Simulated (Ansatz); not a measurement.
Two isomers of C2H7NSSi: A = `N=C([SiH3])CS`, B = `C=NCS[SiH3]`.

Program: Ansatz. Geometries: PBE0-D4/def2-TZVP. ΔE: electronic, gas phase. CBS: MP2 limit from def2 TZ/QZ plus the TZ coupled-cluster correction, frozen cores. Functionals use def2-TZVPP. B3LYP here is the variant with VWN-RPA as its local correlation; programs differ in this. One conformer a species, not always the lowest.

**Question.** Which isomer does CCSD(T)/CBS put lower? Give the gap. (Best estimate.)

**Answer.** Ansatz gave: B, by 8.2 kcal/mol.

**Question.** Give E(B) − E(A) in kcal/mol with ωB97M-V, CCSD(T)/def2-SVP, CCSD(T)/def2-TZVPP, B3LYP, B3LYP-D4, PBE-D4, CCSD/def2-TZVPP. (Estimate.)

**Answer.** Ansatz gave: ωB97M-V -8.1, CCSD(T)/def2-SVP -7.7, CCSD(T)/def2-TZVPP -7.9, B3LYP -8.5, B3LYP-D4 -8.7, PBE-D4 -8.2, CCSD/def2-TZVPP -8.0. None reverses the order clearly.

**Question.** Does the order hold for the free energy at 298.15 K (harmonic terms from PBE0-D4)? (An estimate is asked.)

**Answer.** Ansatz gave: Yes: G(B) − G(A) = -6.4 kcal/mol, for one conformer each. Modes under 60 cm⁻¹, often nearly free rotors, make the harmonic entropy too high.

Largest T1 diagnostic: 0.012.

In def2-TZVPP, CCSD(T) changes the Hartree–Fock value by +2.0 kcal/mol (the triples alone add +0.1 kcal/mol) and MP2 by +1.1 kcal/mol. Leaving LDA and LC-ωPBE aside and taking each functional with its dispersion term where it has one, the values, not all of them listed here, spread over 1.1 kcal/mol, from BHLYP-D4 to ωB97M-V. LDA lies +0.9 kcal/mol from PBE without D4.
